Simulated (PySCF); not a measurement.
**How methods differ on the ionisation energy of N⁺**

N⁺ [He] 2s2 2p2 (3P) → N²⁺ [He] 2s2 2p1 (2P), as a difference of total energies. Computed with PySCF 2.14 in x2c-TZVPall (5s3p2d1f, 31 functions), with the spin-free X2C one-electron Hamiltonian (Gaussian nucleus). Correlated levels: valence: 1s2 frozen. The calculations carry no spin-orbit coupling.

```tsv
method	ionisation energy (eV)
UHF	29.203
MN15	29.668
PBE0	29.906
MP2 (valence)	29.611
SCS-MP2 (valence)	29.478
CCSD (valence)	29.457
CCSD(T) (valence)	29.472
```

Errors of the correlated levels include the incompleteness of this basis and the frozen core.

Task: Which method comes closest to the reference value, and which is furthest?

Result: The reference is 29.601 eV (semi-empirical (NIST evaluation); NIST Atomic Spectra Database, ionization energies). Closest: MP2 (valence) (error 0.010 eV); furthest: UHF (error -0.398 eV).
